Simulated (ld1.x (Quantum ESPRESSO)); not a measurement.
# Varying the TM potential for Au (Z = 79)

Base potential:

ld1.x (Quantum ESPRESSO) 7.5 input, shortened:

```
&input
   title='Au', zed=79., rel=1, dft='PBE', iswitch=3,
   config='[Xe] 4f14 5d9.5 6s0 6p0'
 /
 &inputp
   pseudotype=2, tm=.true., lloc=0,
   nlcc=.false.
 /
3
5P  2  1   6.00   0.00  1.60  1.60  0.0
5D  3  2   9.50   0.00  1.15  1.15  0.0
5S  1  0   2.00   0.00  1.10  1.10  0.0
 &test
   configts(1)='5s2 5p6 5d9.5 6s0 6p0'
 /
```

All-electron outer shells of the reference configuration (PBE, scalar-relativistic, ld1.x):

| shell | level (eV) | outermost node (bohr) | outermost maximum (bohr) |
| --- | --- | --- | --- |
| 5s | -123.23 | 0.48 | 0.84 |
| 4f | -95.98 | – | 0.37 |
| 5p | -74.62 | 0.52 | 0.96 |
| 5d | -21.15 | 0.56 | 1.21 |
| 6s | -17.85 | 1.11 | 2.18 |
| 6p | -10.50 | 1.30 | 2.84 |

Cutoffs, loose and tight: the cutoffs (Ry, on a coarse ladder) from which the occupation-weighted sum of valence levels, in a spherical-Bessel basis at the reference potential, stays within 10 and 1 mRy of its value at 400 Ry. They do not see the model core or the augmentation charge, which bear on the density cutoff. Test errors are all-electron minus pseudo excitation energies from the reference, over the configurations 5s2 5p6 5d10 6s1 6p0; 5s2 5p6 5d10 6s0 6p0; 5s2 5p6 5d9 6s0 6p0; 5s2 5p6 5d9 6s1 6p1; 5s2 5p6 5d10 6s0.5 6p0; 5s1 5p6 5d10 6s1 6p0; 5s2 5p5 5d10 6s1 6p0. A dash means not determined; rows that change the core or the reference have their own tests.

| change | outcome | cutoff, loose | cutoff, tight | bound ghosts | largest test error (meV) |
| --- | --- | --- | --- | --- | --- |
| base | generated | 140 Ry | 230 Ry | none | +396 |
| wave 5p (bound): rc 1.60 bohr becomes 5p (bound): rc 2.40 bohr | generated | 140 Ry | 230 Ry | none | +394 |
| functional PBEsol | generated | 140 Ry | 230 Ry | none | +399 |
| reference 5s2 5p6 5d10 6s1 6p0 | generated, misses its reference levels by 0.26 eV | 140 Ry | 230 Ry | none | -604 |
| wave 5s (bound): rc 1.10 bohr becomes 5s (bound): rc 0.86 bohr | generated | 200 Ry | 300 Ry | none | +245 |
| core [Xe] 4f14, valence charge 11; reference 5d9 6s0 6p0; waves now 6s (bound): rc 1.75 bohr; 5d (bound): rc 1.95 bohr; 6p (bound): rc 2.80 bohr; local potential the p channel | generated | 45 Ry | 70 Ry | none | -157 |
| core correction a·sin(br)/r model core inside 1.32 bohr | generated | 140 Ry | 230 Ry | none | +394 |
